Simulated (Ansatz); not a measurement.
Reaction (cleavage of the Si–Si bond): `N[SiH2][SiH2]N` + `N[SiH](N)O` → `N[SiH2]N[SiH](N)O` + `N[SiH3]`

Calculated with Ansatz (gas phase, PBE0-D4/def2-TZVP geometries, no zero-point term in ΔE). CCSD(T)/CBS adds triple-zeta CCSD(T) − MP2 to the extrapolated MP2 energy (def2 sets, frozen cores). This one scheme is used for every species. Functionals use def2-TZVPP. One conformer a species, not always the lowest.

| species | PBE-D4 energy (Eh) |
| --- | --- |
| `N[SiH2][SiH2]N` | -692.97876 |
| `N[SiH](N)O` | -477.68450 |
| `N[SiH2]N[SiH](N)O` | -823.61751 |
| `N[SiH3]` | -347.07433 |

Question: Work out ΔE.

Answer: ΔE = (-823.61751) + (-347.07433) − (-692.97876) − (-477.68450) = -0.02858 Eh = -17.9 kcal/mol. CCSD(T)/CBS gives -21.9 kcal/mol.

Largest T1 diagnostic among the species: 0.011.

The D4 term adds −1.1 kcal/mol with B3LYP and −0.6 kcal/mol with PBE0; it sums over pairs of atoms, weighted by their polarisabilities, and B3LYP, whose exchange is more repulsive, gets the larger term. From PBE to PBE0 (25 % exact exchange), in def2-TZVPP and without D4, ΔE moves by −1.3 kcal/mol.

B3LYP here is the variant with VWN-RPA as its local correlation; programs differ in this.
